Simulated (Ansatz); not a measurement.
A CCSD(T) single point on CH$_{6}$AlBGaN.

```yaml
crystal:
  periodic: [false, false, false]
  atoms:
    - {symbol: B, position_ang: [-0.749709, 1.400594, -0.225300]}
    - {symbol: Al, position_ang: [0.719057, 0.630496, -1.356932]}
    - {symbol: C, position_ang: [1.498869, -0.887712, -0.127663]}
    - {symbol: N, position_ang: [1.757874, -1.753518, 0.585413]}
    - {symbol: Ga, position_ang: [-1.786276, -0.105172, 0.654796]}
    - {symbol: H, position_ang: [0.414400, 1.588704, 0.270049]}
    - {symbol: H, position_ang: [-1.224850, 2.394266, -0.698489]}
    - {symbol: H, position_ang: [1.965385, 0.865541, -2.319199]}
    - {symbol: H, position_ang: [1.818275, -2.493744, 1.255223]}
    - {symbol: H, position_ang: [-3.333660, -0.372415, 0.459739]}
    - {symbol: H, position_ang: [-1.079377, -1.267032, 1.502352]}
basis:
  gaussian: {orbitals: def2-SVP}
correlation: {method: ccsd_t}
```

```sh
$ ansatz run in.yaml --threads 4 --pin off --events-out ev --progress --plain --max-ram 10444MiB
```

Log, shortened:

```
Functional definition: HF
1224 factors; integrals over basis functions are off by at most 1.2e-3 eV
mean field evaluation 1: about -62179.0464 eV, gradient 2.8e1 eV
mean field evaluation 2: about -62179.0520 eV, gradient 2.8e1 eV
mean field evaluation 4: about -62181.7834 eV, gradient 4.4e0 eV
mean field evaluation 8: about -62181.8525 eV, gradient 1.4e-1 eV
mean field evaluation 16: about -62181.8373 eV, gradient 1.5e0 eV
mean field evaluation 32: about -62173.5031 eV, gradient 8.5e-1 eV
mean field -62181.85281667 eV, -2285.1409426390 hartree, gradient 3.1e-6 eV, S^2 0.000000; 0 other end points of the search recorded, 0 dependent functions left out
17 core orbitals not correlated: weight in the atoms' cores, before any rotation towards them, 1.000 or more for the frozen orbitals, at most 0.000 for the correlated occupied ones
reference -62181.85281667 eV, -2285.1409426390 hartree; 17, 17 occupied and 88, 88 virtual orbitals, 1224 factors
second order -18.27805489 eV of doubles, -0.00000000 eV of singles
cycle   1  -18.45274063 eV  change   -1.7e-1 eV  update   1.3e-1
cycle   2  -19.17625627 eV  change   -7.2e-1 eV  update   4.1e-2
cycle   3  -19.32145540 eV  change   -1.5e-1 eV  update   2.0e-2
cycle   4  -19.31665831 eV  change    4.8e-3 eV  update   5.1e-3
cycle   5  -19.31814602 eV  change   -1.5e-3 eV  update   2.1e-3
cycle   6  -19.31848911 eV  change   -3.4e-4 eV  update   6.6e-4
cycle   7  -19.31825630 eV  change    2.3e-4 eV  update   3.5e-4
cycle   8  -19.31824569 eV  change    1.1e-5 eV  update   1.4e-4
cycle   9  -19.31827118 eV  change   -2.5e-5 eV  update   6.8e-5
cycle  10  -19.31823774 eV  change    3.3e-5 eV  update   2.9e-5
perturbative correction -0.76194479 eV, -0.0280009546 hartree
Total energy: -62201.93299921 eV, -2285.8788757363 hartree
```

Run time 12 s (4 threads of an Arm Neoverse V1 on a shared host); peak host memory 0.65 GiB.

Correlation energy per correlated electron: -0.591 eV. T1 diagnostic: 0.0145.
